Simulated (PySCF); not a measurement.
# One molecule, several mistakes: B2CClH4 anion

All numbers below are calculated, not measured. They come from PySCF 2.14.0, an open-source quantum chemistry program, on an isolated molecule that a program drew, which may never have been made. The molecule is B2CClH4 anion (charge -1, singlet), drawn as the SMILES string `C=B[BH2-]Cl`.

Each row is a Hartree-Fock (HF) and frozen-core CCSD(T) single point in the aug-cc-pV(D+d)Z basis, meant for a local HF minimum. Run 1 is clean. Each other run has one planted mistake out of seven kinds, and not every kind appears here: one electron removed, one electron added, multiplicity raised by two, geometry at a saddle point, minimal basis STO-3G, one bond length entered in bohr, all coordinates scaled. The reference is restricted for singlets and unrestricted otherwise, and also for a bond in bohr. Adding or removing an electron swaps singlet and doublet. Electrons count all cores. HOMO and LUMO are orbital energies over both spins, the gradient is its largest component, and the lowest frequency (negative if imaginary) is given only where the gradient is small. Bond lengths are over the 7 bonds as drawn. T1 is the CCSD diagnostic: over 0.02 (restricted) or 0.045 (unrestricted) a single reference is doubtful.

Geometry of the clean run:
```xyz
8
B2CClH4 anion, angstrom
C    -2.3642    0.8445   -1.2464
B    -1.4008    1.6936   -0.6657
B    -0.1757    2.7074   -0.0701
Cl   -0.5713    3.3006    1.7980
H    -2.3150   -0.2357   -1.1542
H    -3.2178    1.2274   -1.7965
H     0.8889    2.1115   -0.0247
H    -0.0905    3.7222   -0.7432
```

```
run  electrons  basis functions  <S^2>  HOMO (eV)  LUMO (eV)  gradient (hartree/bohr)  lowest frequency (cm^-1)  mean bond (Å)  longest bond (Å)      T1  HF (hartree)  CCSD(T) (hartree)                          mistake
  1         38              137  0.000      -4.24       3.69                  2.3e-05                       142         1.3884             2.000  0.0129    -549.09506         -549.64619                         no fault
  2         38               28  0.000      -1.43      12.82                  3.8e-02                         -         1.3884             2.000  0.0131    -542.94510         -543.12963             minimal basis STO-3G
  3         38              137  0.000      -4.68       3.15                  6.1e-02                         -         1.6426             3.779  0.0173    -549.03869         -549.57615  one bond length entered in bohr
  4         38              137  0.000      -4.23       3.68                  1.0e-02                         -         1.4065             2.026  0.0131    -549.09398         -549.64643                                ?
```

**Which mistake was planted in run 4, and what did it cost?**

The mean and the longest bond both change by the same factor, 1.013, and the gradient is no longer small. So the mistake is: all coordinates scaled. Subtracting run 1 and multiplying by 627.51 kcal/mol a hartree, the energy moved by 0.7 kcal/mol in HF and -0.2 kcal/mol in CCSD(T).

